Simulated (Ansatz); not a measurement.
The cluster K2I⁺, relaxed as a singlet with RKS r2SCAN-D4/def2-TZVP in Ansatz, starting from the r2SCAN-D4/def2-TZVP geometry of the neutral doublet. Force threshold 0.02 eV/Å.

In the def2 sets I takes a core potential; there is no spin–orbit coupling. The structure comes from a short search, and lower isomers may exist.

Start:

```xyz
3

K    -0.5092    1.4870   -1.5618
K     1.8799   -0.9641    0.6676
I    -1.3707   -0.5229    0.8942
```

Task: Estimate the energy that the relaxation releases and the steps that it takes.

Result: 0.69 eV, in 12 steps; 20 s on 4 threads of Arm Neoverse V1 on a shared host. No frequencies were taken in this run, so the end may be a saddle point.

Task: Does the start keep its bonding and symmetry?

Result: By distances, no bond broke or formed, bridged metal pairs apart. The bond that changes most is K1–I3, from 3.29 to 3.22 Å (atoms count from 1). Metal–metal contacts that move far: K1–K2 4.08 to 6.44 Å. Point group C2v at the start, D∞h at the end, both within 0.05 Å.

Task: Predict the relaxed structure.

Result: 
```tsv
atom	x (Å)	y (Å)	z (Å)
K1	-1.882	1.934	-1.760
K2	1.887	-1.932	1.757
I3	-0.006	-0.002	0.004
```
Bond lengths (bridged metal pairs left out): 2 × I–K 3.22 Å.
